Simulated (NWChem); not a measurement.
## Ionisation of sulfur tetrafluoride (F4S)

```xyz
5

F      0.0000     1.2424     0.6398
S      0.0000     0.0000    -0.3894
F      1.6855     0.0000    -0.2936
F     -1.6855     0.0000    -0.2936
F      0.0000    -1.2424     0.6398
```
Charge 0, spin multiplicity 1.

Everything below was run with NWChem. The geometry was optimised at PBE/def2-SVP, a minimum by its harmonic frequencies.

Basis set: def2-TZVP. The species with one electron less has spin multiplicity 2 and keeps the geometry of the parent. Δ marks differences of total energies (open shells unrestricted). −ε marks an orbital energy of the parent. That orbital need not have the symmetry of the hole or added electron in the Δ rows.

B3LYP has NWChem's definition, with VWN1-RPA local correlation. No SCF solution was tested for a lower state.

**Question.** Order these methods by the first vertical ionisation energy they give, lowest first: −ε(HOMO) of BLYP, −ε(HOMO) of B3LYP, −ε(HOMO) of HF, −ε(HOMO) of r2SCAN, ΔB3LYP.

**Answer.** −ε(HOMO) of BLYP (8.43 eV), −ε(HOMO) of r2SCAN (8.85 eV), −ε(HOMO) of B3LYP (9.95 eV), ΔB3LYP (12.86 eV), −ε(HOMO) of HF (14.19 eV)
